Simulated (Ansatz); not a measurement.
Input file:

```yaml
crystal:
  periodic: [false, false, false]
  atoms:
    - { symbol: Sn, position_ang: [-0.345916, -0.062885, 0.549977] }
    - { symbol: H, position_ang: [0.979563, -0.014225, 1.707096] }
    - { symbol: Cl, position_ang: [2.230689, 0.161537, 0.350305] }
    - { symbol: O, position_ang: [-1.113811, 1.484118, -0.376207] }
    - { symbol: H, position_ang: [-1.344622, 1.307451, -1.299693] }
    - { symbol: Cl, position_ang: [-0.913705, -1.8746, -0.834578] }
basis:
  gaussian: { orbitals: def2-SVP }
hamiltonian:
  xc: cam_b3lyp
  dispersion: d4
phonons: {}
```

Command:

```bash
$ ansatz run input.yaml --threads 2 --pin off --max-ram 3072MiB --backend cpu --events-out ev --progress --plain --runs-dir out
```

Hardware: 2 threads of Arm Neoverse V1, on a shared host.

**Question.** Roughly how long does this run take, and how much memory?

**Answer.** 70 s, with a peak of 0.22 GiB, for 0 ionic steps.
